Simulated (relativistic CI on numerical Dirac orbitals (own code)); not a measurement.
# Cr2+: M2,3 absorption edge

Computed with this model: Dirac-Coulomb-Breit CI, KLI orbitals optimised for each configuration, model QED, valence Slater integrals scaled by 0.8, multiplet model of core-to-valence dipole absorption; configurations [Ar] 3d4 → [Ne] 3s2 3p5 3d5; 300 K; Lorentzian 1.2 eV and Gaussian 0.3 eV FWHM. Energies are those of the free ion, without screening or charge transfer. The branching ratio is the share of the lower-energy edge in the whole absorption, uncertain by about 0.02 where the edges overlap. S is read from ⟨S²⟩ = S(S + 1).

Field parameters in Wybourne normalisation: Oh B⁴₀ = 21Dq, B⁴₄ = √(5/14) B⁴₀. The field is a parameter set, without covalency.

free ion: ground-state S = 2.00, centroid 51.32 eV. Peaks (eV, height): 43.5 (8), 49.0 (100), 56.2 (75).

Oh, 10Dq = 3250 cm⁻¹: ground-state S = 2.00, centroid 51.39 eV. Peaks (eV, height): 43.8 (6), 49.0 (100), 56.5 (61).

Oh, 10Dq = 7350 cm⁻¹: ground-state S = 2.00, centroid 51.44 eV. Peaks (eV, height): 49.2 (100), 57.0 (54).

Oh, 10Dq = 11400 cm⁻¹: ground-state S = 2.00, centroid 51.49 eV. Peaks (eV, height): 49.5 (100), 57.2 (57).

Oh, 10Dq = 15500 cm⁻¹: ground-state S = 1.99, centroid 51.55 eV. Peaks (eV, height): 43.0 (7), 49.5 (100), 57.5 (61).

Oh, 10Dq = 19600 cm⁻¹: ground-state S = 1.12, centroid 53.58 eV. Peaks (eV, height): 44.5 (20), 49.5 (78), 51.8 (74), 54.2 (92), 55.5 (100), 58.0 (40), 59.8 (47), 60.8 (47).

Strongest unbroadened transitions for Oh, 10Dq = 15500 cm⁻¹:

```tsv
Energy (eV)	Relative strength
49.24	100.0
49.28	58.8
49.43	75.4
49.45	41.5
49.58	66.4
50.08	63.7
50.09	37.4
50.10	32.6
50.20	61.5
50.21	29.8
50.29	46.0
57.34	77.8
57.45	45.1
57.50	54.9
57.52	41.9
57.66	31.0
57.69	36.3
57.79	88.2
```
